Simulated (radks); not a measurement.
Values are calculated unless marked as measured or tabulated.
Ionisation of the terbium ion Tb2+, [Xe] 4f9, to Tb3+, [Xe] 4f8, under several functionals. Dirac Kohn-Sham, spin-unpolarised, spherical densities, finite nucleus; open shells fill j = l - 1/2 first; a radial shooting solver on a logarithmic mesh with Libxc functionals.

functional                               E(Tb2+) (hartree)  Exc (hartree)  IE (eV)  -e(HOMO) (eV)  <r> HOMO (bohr)  IE error (eV)
BLYP                                           -11718.1870      -257.7768   24.571         16.199           0.9068         +2.751
SOGGA                                          -11712.9348      -252.4866   24.655         16.244           0.9042         +2.835
PBEsol                                         -11713.4230      -252.9783   24.766         16.352           0.9038         +2.946
LDA (Slater exchange, VWN5 correlation)        -11709.6298      -249.1508   25.056         16.633           0.9030         +3.236

NIST Atomic Spectra Database: 21.82 eV (semi-empirical). Closest: BLYP. The Delta-SCF values span 0.49 eV, the total energies 8.56 hartree. The highest occupied level is 4f7/2. Spin polarisation and multiplet splitting are left out, so open shells lie too high by an amount that depends on their filling.

Beside tabulated values, note that spin-unpolarised runs miss the spin-polarisation part of the exchange energy of open shells.
